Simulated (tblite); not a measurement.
Start geometry of `[C]#CC1=CN=CO1` [radical] from a force field or distance geometry (Å):
```
atom  x, y, z in Å
C1     3.2038   -0.3519    0.0969
C2     1.9928   -0.2499    0.0482
C3     0.5665   -0.1407   -0.0112
C4    -0.2009    0.9501    0.4207
N5    -1.5055    0.6358    0.1763
C6    -1.5199   -0.5962   -0.4184
O7    -0.2761   -0.9947   -0.4999
H8     0.1778    1.8685    0.9026
H9    -2.4251   -1.1151   -0.7404
```

What comes out of this run: GFN2-xTB geometry optimisation, gas phase in tblite 0.8.0?

```
atom  x, y, z in Å
C1     3.1330   -0.4105   -0.0972
C2     1.9585   -0.3037    0.1908
C3     0.5789   -0.1001    0.0499
C4    -0.2198    0.9641    0.4254
N5    -1.5024    0.6490    0.1400
C6    -1.4582   -0.5319   -0.3967
O7    -0.2361   -1.0494   -0.4790
H8     0.0564    1.8849    0.8941
H9    -2.2967   -1.0966   -0.7524
```

The energy falls by 0.474 eV over 35 L-BFGS steps, the largest force on an atom goes from 4.20 to 0.006 eV/Å, and the atoms move by 0.117 Å rms after alignment. The bond that changes most is N5–C6 (ends: nitrogen bonded to 2 C; carbon bonded to N, O and H), which shortens by 0.070 Å. Bonds longer at the end by more than 0.005 Å: 2 of 9; shorter: 6. Among the angles that change most is C1–C2–C3, from 179.6° to 160.2°. Rotational constants go from 9949, 2116, 1745 to 9730, 2195, 1799 MHz. The orientation of the end geometry is arbitrary; only internal coordinates are fixed.

Its GFN2-xTB frequencies are all real (lowest 134 cm⁻¹).

One conformer stands for the species.

All values are computed, not measured.
